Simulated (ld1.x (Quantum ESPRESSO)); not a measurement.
**Si, TM: configuration errors across variants**

Si, norm-conserving Troullier–Martins (Kleinman–Bylander form), made with ld1.x (Quantum ESPRESSO) 7.5 (BLYP, scalar-relativistic). Core [Ne], reference 3s2 3p2. Waves: 3s (bound): rc 1.65 bohr; 3p (bound): rc 1.90 bohr. Local part: all-electron potential smoothed inside 1.55 bohr (lloc = -1). Core correction: Bessel-smoothed model core inside 1.25 bohr.

All-electron excitation energies from the reference (eV): (1) 3s2 3p1 7.589; (2) 3s2 3p0 23.479; (3) 3s1 3p0 57.483; (4) 3s1 3p3 6.852; (5) 3s2 3p1.5 2.844; (6) 3s1 3p2 15.044; (7) 3s0 3p4 13.875.

Tests that are not counted but printed errors over 1 eV. “local potential all-electron potential smoothed inside 0.96 bohr (lloc = -1)”: 3s2 3p0 (solver errors, printed error -5.4 eV); 3s1 3p0 (solver errors, printed error -1.3 eV).

A true bound ghost makes a file unfit for plane-wave use even where its test errors are small: the radial tests pick states by their node count and pass the ghost by. Where a test does run into it, the solver fails or the error is huge.

Errors AE − PS in meV (a dash: test not solved or not reliable):

| change | (1) | (2) | (3) | (4) | (5) | (6) | (7) | bound ghosts |
| --- | --- | --- | --- | --- | --- | --- | --- | --- |
| base | +3.1 | +22 | +75 | -0.6 | +0.5 | +6.1 | -2.8 | none |
| local potential all-electron potential smoothed inside 0.74 bohr (lloc = -1) | +1.9 | +7.9 | +35 | -0.7 | +0.3 | +5.7 | -0.8 | s |
| local potential all-electron potential smoothed inside 0.96 bohr (lloc = -1) | +21 | – | – | +6.8 | +3.2 | +54 | -1.5 | s |
| local potential all-electron potential smoothed inside 1.14 bohr (lloc = -1) | +4.3 | +32 | +107 | -0.1 | +0.7 | +8.6 | -2.0 | none |
| local potential all-electron potential smoothed inside 1.34 bohr (lloc = -1) | +4.1 | +30 | +101 | -0.2 | +0.6 | +8.3 | -2.1 | none |
| local potential all-electron potential smoothed inside 1.56 bohr (lloc = -1) | +3.1 | +22 | +75 | -0.6 | +0.5 | +6.1 | -2.8 | none |
| local potential all-electron potential smoothed inside 1.82 bohr (lloc = -1) | +2.9 | +21 | +72 | -0.6 | +0.4 | +5.7 | -2.9 | none |
| local potential all-electron potential smoothed inside 1.94 bohr (lloc = -1) | +2.9 | +21 | +71 | -0.7 | +0.4 | +5.6 | -3.0 | none |

Task: Give the same row for: local potential all-electron potential smoothed inside 2.24 bohr (lloc = -1).

Result: +2.5, +19, +64, -0.8, +0.4, +4.7, -3.4; bound ghosts: none.
